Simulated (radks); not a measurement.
Effect of the nuclear size on the potassium ion K+, [Ar]. Method: Dirac Kohn-Sham, LDA (Slater exchange, Perdew-Wang correlation), spin-unpolarised, spherical densities, finite nucleus; Fermi nuclear charge, rms radius 3.4349 fm; computed with a radial shooting solver on a logarithmic mesh with Libxc functionals. The rms radius is varied about that value; shifts are against it.

rms radius (fm)  total energy shift (eV)  density at nucleus (e/bohr^3)  1s1/2 shift (meV)  2s1/2 shift (meV)  2p1/2 shift (meV)
2.8235                          -0.00760                           5176              -3.21             -0.249              0.038
3.1876                          -0.00325                           5162              -1.37             -0.106              0.016
3.4349                                 0                           5153              0.000              0.000              0.000
3.7715                           0.00480                           5142               2.03              0.157             -0.024
4.2352                            0.0121                           5128               5.13              0.397             -0.061

Slopes of the eigenvalues against <r^2> in GHz/fm^2, as finite differences over the two radii next to the reference (eigenvalue slopes, not the field-shift constants of lines): 1s1/2 202, 2s1/2 15.7, 2p1/2 -2.40.
